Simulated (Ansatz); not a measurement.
Reactions of H6MgO2Si2 (`[SiH3][O][Mg][O][SiH3]`).

Isolated molecules relaxed with PBE0-D4/def2-TZVP in Ansatz; ΔE leaves out vibrations. CCSD(T)/CBS adds triple-zeta CCSD(T) − MP2 to the extrapolated MP2 energy (def2 sets, frozen cores). For Mg outer-core shells are correlated without core-valence functions, which leaves a few kJ/mol of doubt a bond. Each species was taken in one conformer, which may not be the lowest.

(1) Order these by ΔE at CCSD(T)/CBS, lowest first. (Estimate.)
A. `[SiH3][O][Mg][O][SiH3]` + `[SiH3]C#CS` → `[SiH3]C#CS[SiH3]` + `[OH][Mg][O][SiH3]`
B. `[SiH3][O][Mg][O][SiH3]` + `OC[SiH2]Cl` → `OC([SiH3])[SiH2]Cl` + `[OH][Mg][O][SiH3]`
C. `[SiH3][O][Mg][O][SiH3]` + `[NH2][Mg][F]` → `[F][Mg][O][SiH3]` + `[NH2][Mg][O][SiH3]`
D. `[SiH3][O][Mg][O][SiH3]` + `NB(N)O` → `NB(N)O[SiH3]` + `[OH][Mg][O][SiH3]`

Largest T1 diagnostic: 0.013, for `[SiH3]C#CS`.

## Answers

(1) C (+2.5 kJ/mol), D (+29.4 kJ/mol), A (+63.4 kJ/mol), B (+131.3 kJ/mol).
